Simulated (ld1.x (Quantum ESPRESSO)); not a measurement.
**Ag ultrasoft: all-electron and pseudo phase curves**

silver (Ag), ultrasoft, made with ld1.x (Quantum ESPRESSO) 7.5 (PBE, scalar-relativistic). Core [Kr], reference 4d10 5s1 5p0. Waves: 5s (bound): rcut 2.05, rcutus 2.30 bohr; 5s channel at 0.3 Ry: rcut 2.05, rcutus 2.30 bohr; 5p (bound, empty): rcut 3.35, rcutus 3.70 bohr; 5p channel at 3.2 Ry: rcut 3.35, rcutus 3.70 bohr; 4d (bound): rcut 1.75, rcutus 2.25 bohr; 4d channel at -0.2 Ry: rcut 1.75, rcutus 2.25 bohr. Local part: all-electron potential smoothed inside 2.80 bohr (lloc = -1). Core correction: none. Augmentation charge: PSQ, inside the norm-conserving radii.

The phase is arctan(r·u′/u) with u = r·R(r), unwrapped; energies in Ry, scanned from -3 to 5 Ry. A pole is an energy at which the radial function vanishes at the test radius. The pseudo phase is shifted by a multiple of π to meet the all-electron one at the reference energy, and phase errors are pseudo minus all-electron; the curves can meet again beyond the range given. Levels narrower than the energy grid can be missing from the lists of poles.

```json
{"channel": "s", "radius (bohr)": "3.98", "reference energy (Ry)": "-0.32", "poles, all-electron": "0.02, 3.11", "poles, pseudo": "0.02, 3.04, 4.31", "unbroken range about the reference energy with phases within 0.05 rad": "below 3.7", "phase error 1 Ry above the reference energy (rad)": "-0.000"}
{"channel": "p", "radius (bohr)": "3.98", "reference energy (Ry)": "-0.05", "poles, all-electron": "0.65, 3.91", "poles, pseudo": "0.64, 3.88", "unbroken range about the reference energy with phases within 0.05 rad": "below 1.7", "phase error 1 Ry above the reference energy (rad)": "-0.006"}
{"channel": "d", "radius (bohr)": "3.98", "reference energy (Ry)": "-0.55", "poles, all-electron": "-0.53, 1.81", "poles, pseudo": "-0.53, 1.82", "unbroken range about the reference energy with phases within 0.05 rad": "below 3.1", "phase error 1 Ry above the reference energy (rad)": "-0.000"}
```

Phases in the p channel:

```csv
E (Ry),all-electron,pseudo
-3.00,1.421,1.421
-2.76,1.415,1.414
-2.52,1.407,1.406
-2.28,1.397,1.397
-2.04,1.386,1.386
-1.80,1.373,1.372
-1.56,1.356,1.355
-1.32,1.334,1.333
-1.08,1.303,1.302
-0.84,1.257,1.256
-0.60,1.177,1.176
-0.36,0.999,0.998
-0.12,0.360,0.359
0.12,-0.998,-0.999
0.36,-1.407,-1.410
0.60,-1.552,-1.556
0.84,-1.638,-1.643
1.08,-1.710,-1.718
1.32,-1.792,-1.805
1.56,-1.921,-1.945
1.80,-2.211,-2.272
2.04,-3.136,-3.271
2.28,-4.101,-4.136
2.52,-4.400,-4.408
2.76,-4.523,-4.525
3.00,-4.590,-4.591
3.24,-4.635,-4.635
3.48,-4.668,-4.668
3.72,-4.694,-4.696
3.96,-4.717,-4.721
4.20,-4.739,-4.747
4.44,-4.760,-4.776
4.68,-4.784,-4.814
4.92,-4.811,-4.880
```
